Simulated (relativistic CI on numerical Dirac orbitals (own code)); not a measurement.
**Cu²⁺ in a cubic cluster: 2p photoemission with charge transfer**

Computed with a charge-transfer multiplet model of a cubic metal-ligand cluster with up to one ligand hole, Slater and spin-orbit integrals from Dirac-Coulomb-Breit ions, Slater integrals scaled by 0.8. The ground state mixes d9 with configurations of k ligand holes L, whose averages lie at kΔ + k(k − 1)U_dd/2; a core hole lowers each added d electron by U_cd. 300 K, Lorentzian 0.6 eV and Gaussian 0.8 eV FWHM.

Atomic integrals in eV (Slater integrals scaled, ζ unscaled), ground: F2dd 11.066, F4dd 6.905, zeta_d 0.099; with the core hole: F2dd 11.066, F4dd 6.905, zeta_d 0.138, zeta_core 13.377, F2cd 7.060, G1cd 5.412, G3cd 3.079.

Cluster parameters (eV): Δ = 1.6, U_dd = 8, U_cd = 9.3, 10Dq(ligand) = 0.3, V(eg) = 2.35, V(t2g) = -1.27, final-state hopping factor = 1.

```csv
Case,n_d,d9,d10L,S
10Dq = 0.05 eV,9.35,0.65,0.35,0.50
10Dq = 0.65 eV,9.32,0.68,0.32,0.50
10Dq = 0.95 eV,9.30,0.70,0.30,0.50
10Dq = 1.25 eV,9.29,0.71,0.29,0.50
10Dq = 1.55 eV,9.28,0.72,0.28,0.50
```

Weights, n_d and S are thermal averages at 300 K. Binding energies count from the first peak over 30 % of the highest in each spectrum, which can be another peak from case to case. The parameters are a model scan and need not match a compound or its usual spin state. Peaks in eV (height, largest 100):
- 10Dq = 0.05 eV: 0.0 (100), 7.8 (21), 9.1 (21), 10.6 (20), 20.1 (49), 29.3 (21)
- 10Dq = 0.65 eV: 0.0 (100), 7.8 (30), 10.5 (22), 20.1 (49), 29.3 (22)
- 10Dq = 0.95 eV: 0.0 (100), 7.7 (35), 10.3 (22), 20.1 (49), 29.3 (22)
- 10Dq = 1.25 eV: 0.0 (100), 7.6 (40), 10.1 (23), 20.1 (49), 28.0 (17), 29.2 (23)
- 10Dq = 1.55 eV: 0.0 (100), 7.5 (45), 10.0 (23), 20.1 (49), 27.9 (19), 29.1 (22)

For the case 10Dq = 0.95 eV, Δ = 1.6 eV is smaller than U_dd = 8 eV, the charge-transfer side of the Zaanen-Sawatzky-Allen scheme. With the core hole the average of the configuration with one ligand hole lies at Δ − U_cd = -7.7 eV before mixing: it lies below the unscreened one, so the lowest final states are mostly screened and the unscreened weight appears at higher binding energy as a satellite.
